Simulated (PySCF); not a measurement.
Compound: C3H7NSSi.
Bonds: C1–N2, N2–Si3, Si3–C4, C4–C5, C5–S6 (double), N2–C5. Hydrogens: H7, H8, H9 on C1; H10, H11 on Si3; H12, H13 on C4.

A GFN2-xTB structure with every atom displaced at random (by about 0.01 Å) was refined with PBE0-D3(BJ)/def2-SVP geometry optimisation, gas phase in PySCF 2.14.0. Values at the start:

```csv
coordinate,start
C1–N2,1.459 Å
C1–H7,1.112 Å
N2–Si3,1.771 Å
N2–C5,1.356 Å
Si3–C4,1.885 Å
Si3–H10,1.472 Å
C4–C5,1.475 Å
C4–H12,1.113 Å
C5=S6,1.631 Å
C1–N2–Si3,137.1°
C1–N2–C5,125.7°
N2–Si3–C4,73.4°
N2–C5–C4,101.0°
N2–C5–S6,128.4°
Si3–N2–C5,97.2°
Si3–C4–C5,88.4°
C4–C5–S6,130.6°
C1–N2–Si3–C4,-179°
```

How do these coordinates change at the PBE0-D3(BJ)/def2-SVP level?

```
  coordinate  PBE0-D3(BJ)/def2-SVP (Å or °)  change
       C4–C5                          1.529  +0.054
       C1–N2                          1.437  -0.022
     Si3–H10                          1.492  +0.020
      C4–H12                          1.099  -0.014
       N2–C5                          1.368  +0.012
       C1–H7                          1.101  -0.011
      N2–Si3                          1.779  +0.008
       C5=S6                          1.637  +0.006
      Si3–C4                          1.888  +0.003
   N2–Si3–C4                           76.3    +2.9
   Si3–C4–C5                           85.8    -2.6
   C1–N2–Si3                          139.7    +2.6
    C4–C5–S6                          128.6    -2.0
   Si3–N2–C5                           95.2    -2.0
    N2–C5–C4                          102.7    +1.7
    C1–N2–C5                          125.1    -0.6
    N2–C5–S6                          128.7    +0.3
C1–N2–Si3–C4                            179      -2
```

The energy falls by 3.6 kcal/mol over 8 energy and gradient evaluations, the largest force component goes from 0.0508 to 3.4e-04 Eh/bohr, and the atoms move by 0.063 Å rms after alignment. The bond that changes most is C4–C5 (sp3 carbon bound to silicon to thiocarbonyl carbon), which lengthens by 0.054 Å. Bonds longer at the end by more than 0.005 Å: 7 of 13; shorter: 4. Rotational constants go from 3985, 1867, 1312 to 3888, 1872, 1304 MHz.

The run used 127 basis functions and 52 SCF cycles in all.

Stationary, but not proved a minimum.
